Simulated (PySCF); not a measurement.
**Computed properties of SnHI, SMILES [SnH][I]**

SnHI, SMILES [SnH][I] (connectivity only; charge and spin as stated), neutral, multiplicity 1. Geometry optimised at B3LYP-D3(BJ)/def2-TZVP. The def2 effective core potentials stand for the cores of I, Sn; spin–orbit coupling is left out. One conformer was computed; it need not be the lowest. All values are computed for the isolated molecule unless a solvent is named; none is compared with measurement here.

**Structure.** The optimised structure has Cs symmetry. All 3 harmonic modes at B3LYP-D3(BJ)/def2-TZVP (PySCF) are real, so it is a minimum.

**Vibrations.** The strongest infrared lines (harmonic, unscaled, degenerate partners summed) lie at 1694 cm⁻¹ (375 km/mol, H 99 %), 543 cm⁻¹ (32 km/mol, H 99 %), 186 cm⁻¹ (21 km/mol, Sn 51 %, I 49 %). The softest mode is at 186 cm⁻¹ and the zero-point energy is 3.5 kcal/mol.

**Electronic structure.** ωB97X/def2-TZVPD (PySCF) places the frontier levels at -8.88 and -1.42 eV, a gap of 7.46 eV, and gives a dipole moment of 2.73 D and a mean polarisability of 85.1 bohr³.

**Excitations.** TDA-M06-2X/def2-TZVPD (PySCF) has S1 at 2.53 eV (491 nm, f = 0.015, weak); the most intense of the 10 singlets computed lies at 5.70 eV (f = 0.15). T1 (TDA) is at 1.52 eV, 1.01 eV under S1.
